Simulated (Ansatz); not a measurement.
Cu(NH2)2 (CuN2H4) was relaxed with r2SCAN-D4 (def2-TZVP) in Ansatz in these states: charge +1 triplet, neutral doublet. The geometries follow in no particular order.

A:

```xyz
7

Cu    0.000    0.000    0.000
N    -1.196   -0.852    1.077
H    -1.659   -0.442    1.888
H    -1.511   -1.816    0.967
N     1.196    0.852   -1.077
H     0.963    1.386   -1.915
H     2.207    0.872   -0.941
```

B:

```xyz
7

Cu   -0.0012   -0.0005    0.0013
N    -0.4098    1.6969    0.3055
H    -0.8430    2.0563    1.1457
H    -0.2465    2.4638   -0.3331
N     0.4092   -1.6971   -0.3052
H     0.2481   -2.4657    0.3319
H     0.8432   -2.0537   -1.1461
```

Q: Judge from the bond lengths which geometry belongs to which state (an estimate).

A: A is the charge +1 triplet (Cu1–N2 1.821 Å, Cu1–N5 1.821 Å, N5–H6 1.020 Å); B is the neutral doublet (Cu1–N2 1.772 Å, Cu1–N5 1.772 Å, N5–H6 1.011 Å).
